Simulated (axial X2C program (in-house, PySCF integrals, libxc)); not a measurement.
## Nuclear properties of CuO⁺

Calculated with an axial X2C code built on PySCF integrals: two-component X2C with atomic mean-field Coulomb and Gaunt terms, Gaussian nuclei, basis Cu dyall-cv3z, O dyall-av3z with contracted cores.

R = 1.760 Å (near the PBE0 minimum at charge 1 of the determinant lowest at the starting distance; the state shown can have its own minimum elsewhere).

Determinant lowest in the PBE0 search, Ω = 1 (⟨Sz⟩ = 1.00, ⟨Lz⟩ = 0.00 at PBE0), spin on the atoms Cu 0.13, O 0.87:

```tsv
level	Eeff magnitude (GV/cm)	Ws magnitude Cu (kHz)	A∥/gI Cu (MHz)	qzz Cu (a.u.)	A∥/gI O (MHz)	qzz O (a.u.)
PBE0	0.0529	0.0244	-128	-0.05	-160	-2.20
HF	0.0903	0.062	-137	-1.28	-103	-3.03
BP86	0.109	0.00395	-129	0.65	-175	-1.61
PBE50	0.00575	0.0365	-118	-0.61	-151	-2.65
PBE	0.113	0.0024	-140	0.64	-163	-1.60
```

Eeff is the effective electric field on the electron electric dipole moment in this Ω state and Ws the scalar–pseudoscalar constant of the nucleus named (defined with the proton number Z and per Ω); A∥ (defined per Ω) follows by multiplying with gI = μI/(I μN); qzz is the electric field gradient, eQq0 = 234.96 MHz × Q/barn × qzz. The operators were transformed with the bare-nucleus X2C matrices; with these basis sets, hyperfine constants and field gradients can be off by tens of per cent, and where levels differ in sign neither size nor sign is settled.

**Question.** With gI(63Cu) = 1.4824, gI(17O) = -0.7575, Q(17O) = -0.02558 barn (g factors from the IAEA table of nuclear moments by Stone; Q from Pyykkö, Mol. Phys. 2018), turn the PBE0 values of the first state into constants in MHz.

**Answer.** A∥(63Cu) = -128 × 1.4824 = -190 MHz; A∥(17O) = -160 × -0.7575 = 121 MHz; eQq0(17O) = 234.96 × (-0.02558) × (-2.20) = 13.2 MHz.

Each state is one determinant with collinear spin, which with several unpaired electrons need not be a pure state. Unrestricted Hartree–Fock can overshoot spin polarisation at the nuclei. In the state Ω = 1 the sign of Eeff differs between levels (HF against PBE0). With several open shells hyperfine constants can be off by a factor of several. Where Eeff spreads by more than a factor of two the levels disagree and none is to be relied on. Open-shell Ω = 0 determinants with evenly filled partner blocks cannot be reached by this program, so the Ω shown need not be the lowest component. The search compared states at one distance, so a state with another bond length can lie lower. Further determinants of the search, some of them spin-mixed, are not shown. Where a field gradient or hyperfine factor spreads by more than a factor of two over the levels, a constant derived from it is not to be relied on.
